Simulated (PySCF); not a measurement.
**Telling isomers of C5H4F4O2 apart by NMR**

- GFN2-xTB geometry
- σ from GIAO-PBE0/pcSseg-1
- program: PySCF 2.14
- equivalent nuclei averaged, gas phase, one computed conformer, relativity neglected

Referencing at the same level of theory: TMS for 1H (σ = 31.72 ppm) and 13C (σ = 186.93 ppm). Splittings of carbon signals by F and P are missing where no couplings were computed. Where no couplings were computed, multiplicities follow the n + 1 count of equivalent neighbours, and m marks all less simple cases (inequivalent or close neighbours, rings, F or P nearby). Shifts are as computed. Against solution values, carbons near 30 ppm lie about +3 ppm off and those near 130 ppm about +5 ppm. Of 1309 compounds with measured shifts, 239 miss one by over three times the rms of a fit or turn the order of signals round; such compounds aren't used in these exercises.

(1) Tabulate the signals of `F/C=C/O/C=C(/F)OC(F)F`, `FC(F)OC1(OC(F)F)C=C1` and their relative energies.

(2) What is the quickest way to tell F/C=C/O/C=C(/F)OC(F)F from FC(F)OC1(OC(F)F)C=C1?

## Answers

(1) 
| SMILES | carbon types | δC | δH | E rel. (kcal/mol) |
| --- | --- | --- | --- | --- |
| F/C=C/O/C=C(/F)OC(F)F | 1×C 4×CH | 158.7, 152.1, 145.0, 125.4, 120.8 | 7.50 (m, 1H), 7.00 (m, 1H), 6.90 (m, 1H), 6.30 (m, 1H) | 3.5 |
| FC(F)OC1(OC(F)F)C=C1 | 1×C 4×CH | 132.1, 123.6, 79.9 | 7.87 (s, 2H), 6.94 (m, 2H) | 0.0 |

Energies are electronic energies at PBE0/pcSseg-1 on these geometries, without zero-point or thermal terms, each for the one conformer computed, which needn't be the lowest.

(2) Count the carbon signals: 5 against 3. The first has an alkene carbon bearing oxygen (C) at 158.7 ppm, the second an sp3 carbon bearing two oxygens (C) at 79.9 ppm. Their most deshielded carbons lie at 158.7 and 132.1 ppm.
